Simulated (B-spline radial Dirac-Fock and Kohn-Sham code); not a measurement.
X-ray form factors of gadolinium in several charge states

Calculated with a radial finite-basis atomic code, using configuration-average Dirac-Fock orbitals.

Configurations: Gd⁴⁴⁺ [Ar] 3d2; Gd⁴⁶⁺ [Ne] 3s2 3p6; Gd⁴⁸⁺ [Ne] 3s2 3p4. The first column is f₀ of Gd⁴⁴⁺, the others are differences from it.

| s (Å⁻¹) | Gd⁴⁴⁺ | Δ Gd⁴⁶⁺ | Δ Gd⁴⁸⁺ |
| --- | --- | --- | --- |
| 0 | 20.000 | -2.000 | -4.000 |
| 0.05 | 19.988 | -1.998 | -3.996 |
| 0.1 | 19.954 | -1.992 | -3.984 |
| 0.15 | 19.896 | -1.983 | -3.963 |
| 0.2 | 19.816 | -1.970 | -3.934 |
| 0.25 | 19.714 | -1.953 | -3.898 |
| 0.3 | 19.590 | -1.932 | -3.854 |
| 0.35 | 19.445 | -1.909 | -3.803 |
| 0.4 | 19.280 | -1.882 | -3.744 |
| 0.45 | 19.095 | -1.851 | -3.679 |
| 0.5 | 18.892 | -1.818 | -3.607 |
| 0.6 | 18.434 | -1.743 | -3.446 |
| 0.7 | 17.915 | -1.659 | -3.265 |
| 0.8 | 17.343 | -1.567 | -3.067 |
| 0.9 | 16.730 | -1.469 | -2.856 |
| 1 | 16.086 | -1.367 | -2.637 |
| 1.1 | 15.420 | -1.262 | -2.414 |
| 1.2 | 14.743 | -1.157 | -2.189 |
| 1.4 | 13.390 | -0.949 | -1.751 |
| 1.6 | 12.092 | -0.754 | -1.345 |
